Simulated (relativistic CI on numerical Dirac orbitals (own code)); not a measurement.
**One change at a time: Hg27+**

Base calculation: Dirac-Coulomb-Breit CI, separate exchange-only KLI orbitals for each configuration, QED by a radiative potential, unscaled Slater integrals.

Configurations in the expansion (outside the closed core [Ar] 3d10 4p6 4d10): 4s2.4f7, 4s2.4f6.5s, 4s2.4f5.5s2, 4s.4f8, 4f9. Levels of other configurations are missing.

Variants: (1) P86 correlation estimate; (2) Breit term removed; (3) non-relativistic limit. Shifts of the energy above 4s2.4f7 8S°_7/2, in cm⁻¹, for the lowest level and the first level of each name with at least 55 % of one term (blank where a level changes its place among those of its configuration and J or its character, or is not in the variant):

| Level | Base | Δ(1) | Δ(2) | Δ(3) |
| --- | --- | --- | --- | --- |
| 4s2.4f7 8S°_7/2 | 0.0 | 0.0 | 0.0 | 0.0 |
| 4s2.4f7 6P°_3/2 | 88857.6 | +0.2 | -193.3 | +3639.2 |
| 4s2.4f7 6I°_17/2 | 91273.6 | 0.0 | +2734.5 | +6557.4 |
| 4s2.4f7 6I°_11/2 | 95840.2 | 0.0 | +961.2 | +1990.8 |
| 4s2.4f7 6I°_13/2 | 98919.0 | 0.0 | +1824.6 | -1088.1 |
| 4s2.4f7 6I°_15/2 | 99748.1 | 0.0 | +2694.6 | -1917.2 |
| 4s2.4f7 6D°_1/2 | 121815.9 | 0.0 | +828.0 | -12344.5 |
| 4s2.4f7 4N°_23/2 | 146256.3 | 0.0 | +6174.9 | +4495.7 |
| 4s2.4f7 4N°_21/2 | 153640.2 | 0.0 | +5357.5 | -2888.2 |
| 4s2.4f7 4L°_19/2 | 169660.2 | 0.0 | +5273.4 | -10416.9 |

At this charge energies of transitions that change n are usually good to better than 1 %, and those within a shell (Δn = 0) to a few per cent. Terms inside the open d or f shell come out 10 to 20 % too wide with unscaled integrals.

Ionisation energy from the two ground configurations alone: base 919.86 eV; P86 correlation estimate 921.937 eV; Breit term removed 919.338 eV. The NIST ASD value (theoretical) is 930 eV.

LS names give the leading component of a level, which can be under half, so a name can repeat, a term be missing and a line seem to break the LS rules.
